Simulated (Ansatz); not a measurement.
A structure relaxed at PBE-D4/def2-TZVPD in Ansatz, charge -1, singlet:

```xyz
3

Ta   -1.420    0.450    0.288
Ta    0.849    0.354    0.866
Ta    0.572   -0.804   -1.153
```

Q: Give its formula and point group.

A: Ta3⁻. Point group C2v (tolerance 0.1 Å).

Q: Summarise the bond lengths by kind (pairs closer than 1.2 times the sum of covalent radii, bridged metal pairs left out).

A: 3 × Ta–Ta 2.34 to 2.76 Å.

In the def2 sets Ta takes a core potential; there is no spin–orbit coupling. The restricted singlet is unstable: a solution with broken spin symmetry lies lower. The highest occupied level of the charge -1 singlet lies above zero (up to 0.57 eV). Its loss leaves the charge 0 doublet, which lies 1.24 eV higher (vertical, at PBE-D4/def2-TZVPD), but this difference is unsure: the doublet is doubtful (geometry relaxed on an unsound state). The relaxation made no stability test and no search for a lower SCF solution. At PBE-D4/def2-TZVPD a quintet of charge -1 lies 0.47 eV below the restricted singlet, each at its own geometry. The structure comes from a short search, and lower isomers may exist.
